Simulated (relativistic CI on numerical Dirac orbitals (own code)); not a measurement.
**Ti⁴⁺ in a cubic cluster: L2,3 absorption with charge transfer**

Computed with a charge-transfer multiplet model of a cubic metal-ligand cluster with up to 2 ligand holes, Slater and spin-orbit integrals from Dirac-Coulomb-Breit ions, Slater integrals scaled by 0.9. The ground state mixes d0 with configurations of k ligand holes L, whose averages lie at kΔ + k(k − 1)U_dd/2; a core hole lowers each added d electron by U_cd. 300 K, Lorentzian 0.4 eV and Gaussian 0.3 eV FWHM.

Atomic integrals in eV (Slater integrals scaled, ζ unscaled), ground: F2dd 7.400, F4dd 4.602, zeta_d 0.013; with the core hole: F2dd 7.400, F4dd 4.602, zeta_d 0.032, zeta_core 3.741, F2cd 5.699, G1cd 4.259, G3cd 2.418. Where a configuration has fewer than two d electrons, the dd integrals are those of d2.

Cluster parameters (eV): U_dd = 3.9, U_cd = 4.9, 10Dq = 1.15, 10Dq(ligand) = 0.9, V(eg) = 1.85, V(t2g) = -0.85, final-state hopping factor = 0.9.

| Case | n_d | d0 | d1L | d2L2 | S |
| --- | --- | --- | --- | --- | --- |
| Δ = 0.5 eV | 0.84 | 0.31 | 0.54 | 0.15 | 0.00 |
| Δ = 3.5 eV | 0.50 | 0.55 | 0.39 | 0.06 | 0.00 |
| Δ = 6.5 eV | 0.28 | 0.74 | 0.24 | 0.02 | 0.00 |

Weights, n_d and S are thermal averages at 300 K. Photon energies count from the first peak over 30 % of the highest in each spectrum, which can be another peak from case to case. The parameters are a model scan and need not match a compound or its usual spin state. Peaks in eV (height, largest 100):
- Δ = 0.5 eV: -2.0 (21), 0.0 (54), 1.2 (35), 3.9 (51), 5.7 (100), 6.0 (99)
- Δ = 3.5 eV: -2.0 (12), 0.0 (52), 1.4 (9), 2.0 (9), 4.0 (20), 5.7 (100)
- Δ = 6.5 eV: -2.0 (9), 0.0 (62), 3.3 (17), 5.6 (100)

A d0 ion has no d-d gap: its lowest excitations are ligand-to-metal charge transfer. With the core hole the configuration with one ligand hole lies at Δ + U_dd − U_cd = -0.5, 2.5, 5.5 eV from the one without, in the order of the table; where this is negative the screened configuration lies lower, though the effective hopping of about 3.7 eV (from the holes of the mixed ground state) mixes the two strongly wherever it is as large as the gap.

With at most 2 ligand holes the space is cut while the next configuration still counts, so covalency is underestimated, and a final configuration with one more ligand hole, which can lie low, is missing from the spectra.
